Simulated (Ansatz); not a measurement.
```yaml
crystal:
  periodic: [false, false, false]
  atoms:
    - {symbol: C, position_ang: [-0.557182, -0.105795, -1.295610]}
    - {symbol: C, position_ang: [-0.067873, -0.636490, 0.325600]}
    - {symbol: F, position_ang: [-1.319764, -1.293033, 0.743080]}
    - {symbol: Al, position_ang: [0.789889, 0.587251, 1.354854]}
    - {symbol: H, position_ang: [-1.025878, -0.700807, -1.689153]}
    - {symbol: H, position_ang: [-1.382948, 1.051062, -0.767187]}
    - {symbol: H, position_ang: [0.279597, 0.820463, -1.673084]}
    - {symbol: H, position_ang: [0.635269, -1.518439, -0.101974]}
    - {symbol: H, position_ang: [0.244434, 0.924500, 2.881218]}
    - {symbol: H, position_ang: [2.220568, 1.394138, 1.151476]}
basis:
  gaussian: {orbitals: aug-pcseg-2, final_grid: {core_spheres: 1, valence_spheres: 1, degree: 3}}
hamiltonian: {xc: {name: PBE}}
output: {forces: true}
```

```sh
$ ansatz run in.yaml --threads 2 --pin off --events-out ev --progress --plain --max-ram 4352MiB
```

Output, abridged:

```
Functional definition: PBE
1285 factors; their error is unknown
mean field evaluation 1: about -11460.5263 eV, gradient 6.9e1 eV
mean field evaluation 2: about -11412.4405 eV, gradient 1.3e2 eV
mean field evaluation 4: about -11472.5225 eV, gradient 7.5e0 eV
mean field evaluation 8: about -11472.7010 eV, gradient 1.9e-1 eV
mean field evaluation 32: about -11700.0328 eV, gradient 2.0e0 eV
a density is far from that of the atoms, so the factors are made again for it
3119 factors; integrals over basis functions are off by at most 5.5e-4 eV
mean field evaluation 128: about -11699.9274 eV, gradient 1.8e0 eV
mean field -11700.04859693 eV, -429.9688553594 hartree, gradient 6.8e-5 eV, S^2 0.000000; 8 other end points of the search recorded, 0 dependent functions left out
reference -11700.04867772 eV, -429.9688583282 hartree; 20, 20 occupied and 306, 306 virtual orbitals, 3119 factors
Total energy: -11700.04867772 eV, -429.9688583282 hartree
Atom 0 at    -0.557182    -0.105795    -1.295610 Å, force     8.604539    49.116056   -34.632946 eV/Å
Atom 1 at    -0.067873    -0.636490     0.325600 Å, force  -133.605185   396.782096   -53.737470 eV/Å
Atom 2 at    -1.319764    -1.293033     0.743080 Å, force    68.526613  -269.561588    37.377070 eV/Å
Atom 3 at     0.789889     0.587251     1.354854 Å, force    73.450466  -101.188859   -49.743616 eV/Å
Atom 4 at    -1.025878    -0.700807    -1.689153 Å, force    -1.759918   -26.599817    12.172202 eV/Å
Atom 5 at    -1.382948     1.051062    -0.767187 Å, force    50.754314     8.525722   -17.606828 eV/Å
Atom 6 at     0.279597     0.820463    -1.673084 Å, force    18.070578   -24.277948    14.414833 eV/Å
Atom 7 at     0.635269    -1.518439    -0.101974 Å, force   -74.093989   -38.117265    85.028495 eV/Å
Atom 8 at     0.244434     0.924500     2.881218 Å, force     3.095148     6.375226    -6.006416 eV/Å
Atom 9 at     2.220568     1.394138     1.151476 Å, force   -13.042566    -1.053624    12.734676 eV/Å
Dipole moment:     2.324404     4.772437     2.684508 e Å
```

What is wrong with this run?

The integration grid is far too coarse. The run converged. The result belongs to that input, not to the molecule as meant.
